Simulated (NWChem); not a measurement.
System: Ge cation, doublet

NWChem input:

```
start job
memory heap 200 mb stack 900 mb global 1100 mb
charge 1
geometry units angstroms noautoz
  Ge     0.000000     0.000000     0.000000
end
basis spherical
  * library 6-31g*
end
dft
  odft
  mult 2
  xc hfexch
  iterations 150
  mulliken
end
task dft energy
```

The open p shell is one determinant without spherical averaging. No stability test was run on the SCF state.

Task: What results follow from this input? (UHF/6-31G* (spherical d).) Quantities: energy (Ha); highest occupied level (eV); lowest empty minus highest occupied level, either spin (eV); <S²>.

Result: 
| Item | Result |
|---|---|
| energy (Ha) | -2074.76 |
| highest occupied level (eV) | -15.61 |
| lowest empty minus highest occupied level, either spin (eV) | 8.57 |
| <S²> | 0.759 |
